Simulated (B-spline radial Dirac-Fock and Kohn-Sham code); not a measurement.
Method: the independent-particle Dirac-Slater model, thresholds from Dirac-Fock. Computed with a B-spline atomic structure program. Kinetic energies are from the vacuum level. Open shells are spread statistically over j, without multiplet splitting. Without correlation, outer binding energies are uncertain by a few eV, most for open f shells.

Question: A free atom or ion in its tabulated ground configuration is ionised with 1100 eV photons and gives these photoelectron lines. Identify it and assign the lines.

| kinetic energy (eV) | relative cross section |
| --- | --- |
| 425.7 | 16.3 |
| 535.5 | 16.6 |
| 614.1 | 48.8 |
| 794.2 | 67.3 |
| 808.8 | 100.0 |
| 996.3 | 3.8 |
| 1032.5 | 3.4 |
| 1038.4 | 77.0 |
| 1041.0 | 98.4 |
| 1044.6 | 8.4 |
| 1089.7 | 3.3 |
| 1090.8 | 4.7 |
| 1092.5 | 0.37 |

Answer: Os, [Xe] 4f14 5d6 6s2. Binding energies are hν less the kinetic energy: 4s 674.3 eV, 4p1/2 564.5 eV, 4p3/2 485.9 eV, 4d3/2 305.8 eV, 4d5/2 291.2 eV, 5s 103.7 eV, 5p1/2 67.52 eV, 4f5/2 61.64 eV, 4f7/2 58.95 eV, 5p3/2 55.37 eV, 5d3/2 10.30 eV, 5d5/2 9.24 eV, 6s 7.49 eV.

Run: 8.4 s of CPU time on 1 thread of Neoverse-V1 (shared host), peak memory 0.50 GiB.
